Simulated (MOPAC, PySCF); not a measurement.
H₂BrGaS₂, SMILES `[SH][Ga]([SH])[Br]` (H–S–Ga–Br torsion 180°, Br–Ga–S–H torsion 180°), neutral singlet in the gas phase. 

Z-matrix (Å, degrees):
```
Ga
S 1 2.2042
H 2 1.3448 1 94.09
S 1 2.2042 2 126.08 3 -0.09
H 4 1.3448 1 94.09 2 -0.19
Br 1 2.2943 2 116.92 3 179.93
```
Charge 0, multiplicity 1.

All levels are single points at this geometry (B3LYP-D3(BJ)/def2-TZVP); Pople sets use spherical d functions. Orbital energies aren't observables, and empty levels follow the basis.

HF/STO-3G in PySCF gives gap (eV) = 12.31.

Estimate the gap (eV) from each of these levels: B3LYP-D3(BJ)/def2-TZVP in PySCF; PBE-D3(BJ)/def2-TZVP in PySCF; B3LYP/3-21G in PySCF; B3LYP/6-311+G** (LANL2DZ on Br, Ga) in PySCF; B3LYP/LANL2DZ in PySCF; BP86/6-31G* in PySCF; SVWN5/6-31G* in PySCF; HF/3-21G in PySCF; HF/6-31G* in PySCF; AM1 in MOPAC; PM3 in MOPAC; PM7 in MOPAC.


| level | gap (eV) |
|---|---|
| B3LYP-D3(BJ)/def2-TZVP in PySCF | 5.88 |
| PBE-D3(BJ)/def2-TZVP in PySCF | 4.33 |
| B3LYP/3-21G in PySCF | 5.95 |
| B3LYP/6-311+G** (LANL2DZ on Br, Ga) in PySCF | 5.89 |
| B3LYP/LANL2DZ in PySCF | 5.98 |
| BP86/6-31G* in PySCF | 4.20 |
| SVWN5/6-31G* in PySCF | 4.09 |
| HF/3-21G in PySCF | 12.50 |
| HF/6-31G* in PySCF | 12.42 |
| AM1 in MOPAC | 7.15 |
| PM3 in MOPAC | 6.23 |
| PM7 in MOPAC | 8.51 |
